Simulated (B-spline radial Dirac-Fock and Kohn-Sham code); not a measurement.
**Auger parameter of strontium: the K level and its strongest K-LL line**

These are calculated numbers from an atomic code on a B-spline grid; the model is multi-electron Dirac-Fock with separately optimised hole states, Breit and Lamb-shift corrections added in first order. The modified Auger parameter α′ is the binding energy plus the kinetic energy of the Auger electron; it does not depend on the energy zero. For free ions it tends to fall with charge, since less charge screens the final holes.

```
            species      configuration  binding 1s (eV)  Auger line  kinetic (eV)  α′ (eV)
                 Sr           [Kr] 5s2          16113.0    L2L3 J=2       12041.3  28154.3
                Sr⁺           [Kr] 5s1          16120.1    L2L3 J=2       12032.7  28152.7
               Sr²⁺  [Ar] 3d10 4s2 4p6          16128.4    L2L3 J=2       12023.1  28151.4
Sr²⁺ (Watson 2.4 Å)  [Ar] 3d10 4s2 4p6          16116.4    L2L3 J=2       12035.1  28151.4
               Sr⁶⁺  [Ar] 3d10 4s2 4p2          16207.5    L2L3 J=2       11941.4  28148.9
               Sr⁷⁺  [Ar] 3d10 4s2 4p1          16230.4    L2L3 J=2       11918.5  28148.9
```
